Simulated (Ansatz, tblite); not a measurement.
Cost and result up the ladder for B2Mo2 (4 atoms). The state is a singlet with charge 0. Geometry: r2SCAN-D4/def2-TZVP.

```csv
atom,x (Å),y (Å),z (Å)
Mo1,0.6880,0.6022,0.7233
Mo2,-0.2394,-0.2518,-1.1129
B3,-1.1704,0.9735,0.1384
B4,0.7218,-1.3239,0.2512
```

Ansatz on 4 threads of Arm Neoverse V1 on a shared host; xTB runs through tblite on one thread. Times are rough, summed over both states, and most runs start from the orbitals of an earlier one. No level here is sound enough to serve as a yardstick. The other state is a doublet.

In the def2 sets Mo takes a core potential; there is no spin–orbit coupling. The xTB rows come from tblite. The structure comes from a short search, and lower isomers may exist.

Run but left out: PBE0-D4/def2-TZVP (singlet: restricted singlet, unstable towards broken spin symmetry).

Raw xTB energies of ions are shifted by several eV.

```json
{"level": "GFN1-xTB", "functions": "26", "wall time": "0.006 s", "vertical IE (eV)": "12.89", "remarks": "–"}
{"level": "GFN2-xTB", "functions": "26", "wall time": "0.01 s", "vertical IE (eV)": "11.15", "remarks": "–"}
{"level": "PBE-D4/def2-TZVP", "functions": "142", "wall time": "8.4 s", "vertical IE (eV)": "7.37", "remarks": "–"}
{"level": "r2SCAN-D4/def2-TZVP (with forces)", "functions": "142", "wall time": "21 s", "vertical IE (eV)": "7.23", "remarks": "spin-contaminated (⟨S²⟩ 0.98) (+1 doublet)"}
```
